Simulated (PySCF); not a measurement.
Isomers of C4H10GeSi, mass 159.976 u with the commonest isotopes. Computed with PBE0-D3(BJ)/def2-SVP geometry optimisation, gas phase (PySCF). One conformer each, none proved a minimum here; rigid rotors.

Problem. Order these by radius of gyration √(Σ m r²/M), smallest first.
A. `[CH:1]#[C:2][SiH2:3][C@@H:4]([CH3:5])[GeH3:6]` with C2–Si3–C4–C5 55°
B. `C[SiH](C)C#[C][GeH3]`
C. `[CH:1]#[C:2][GeH2:3][CH2:4][SiH2:5][CH3:6]` with C2–Ge3–C4–Si5 44°, Ge3–C4–Si5–C6 47°

Solution. C (1.887 Å), A (2.165 Å), B (2.593 Å).

Problem. Order these by rotational constant A, smallest first.
A. `[CH3:1][CH2:2][SiH2:3][C:4]#[C:5][GeH3:6]` with C1–C2–Si3–C4 -60°
B. `[CH:1]#[C:2][GeH2:3][CH2:4][SiH2:5][CH3:6]` with C2–Ge3–C4–Si5 44°, Ge3–C4–Si5–C6 47°
C. `C[SiH](C)C#[C][GeH3]`
D. `[CH:1]#[C:2][SiH2:3][GeH2:4][CH2:5][CH3:6]` with C2–Si3–Ge4–C5 -39°, Si3–Ge4–C5–C6 -54°

Solution. D (2229 MHz), B (2316 MHz), A (4424 MHz), C (4855 MHz).

Problem. Order these by rotational constant B, largest first.
A. `[CH:1]#[C:2][SiH2:3][C@@H:4]([CH3:5])[GeH3:6]` with C2–Si3–C4–C5 55°
B. `[CH:1]#[C:2][GeH2:3][CH2:4][SiH2:5][CH3:6]` with C2–Ge3–C4–Si5 44°, Ge3–C4–Si5–C6 47°
C. `C[SiH](C)C#[C][GeH3]`
D. `[CH:1]#[C:2][SiH2:3][GeH2:4][CH2:5][CH3:6]` with C2–Si3–Ge4–C5 -39°, Si3–Ge4–C5–C6 -54°

Solution. D (1271 MHz), B (1243 MHz), A (765.4 MHz), C (509.4 MHz).

```tsv
SMILES	point group	Ia (u·Å²)	Ib (u·Å²)	Ic (u·Å²)	κ	μa (D)	μb (D)	μc (D)
C[SiH](C)C#[C][GeH3]	–	104.10	992.02	1054.41	-0.99	0.39	0.00	0.64
CC[SiH2]C#[C][GeH3]	C1	114.25	977.45	1060.69	-0.98	0.14	0.75	0.30
C#[C][GeH2][CH2][SiH2]C	C1	218.23	406.62	514.14	-0.61	0.19	0.30	0.22
C#C[SiH2][GeH2][CH2]C	C1	226.71	397.62	526.44	-0.51	0.18	1.09	0.35
C#C[SiH2][C@@H](C)[GeH3]	C1	105.46	660.30	733.74	-0.96	0.38	0.95	0.46
```
